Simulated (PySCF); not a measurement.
Cl2Sr, SMILES [Cl][Sr][Cl] (connectivity only; charge and spin as stated), charge +1, multiplicity 2.

Coordinates come from a B3LYP-D3(BJ)/def2-TZVP optimisation. The multiplicity is an assumed one; other spin states were not compared. The isomer is the one that the SMILES or the coordinates give; other isomers of the formula were not compared. The def2 effective core potentials stand for the cores of Sr; spin–orbit coupling is left out.

The numbers are results of PBE/def2-TZVPD run with PySCF, not measurements.

The molecule is in vacuum.

Problem. Estimate the frontier levels, dipole moment and polarisability. (The exact figures need the calculation; the answer reports its results.)

Solution. 
```json
{
  "α spin, highest occupied and lowest empty level": "-11.33 and -7.29 eV",
  "β spin, highest occupied and lowest empty level": "-11.55 and -10.26 eV",
  "dipole_moment_about_the_centre_of_nuclear_charge": "9.30 D",
  "mean_static_polarisability": "58.0 bohr³ (8.59 Å³)",
  "polarisability_principal_values": "37.6, 58.8, 77.7 bohr³",
  "⟨S²⟩": "0.753 (pure state 0.75)"
}
```
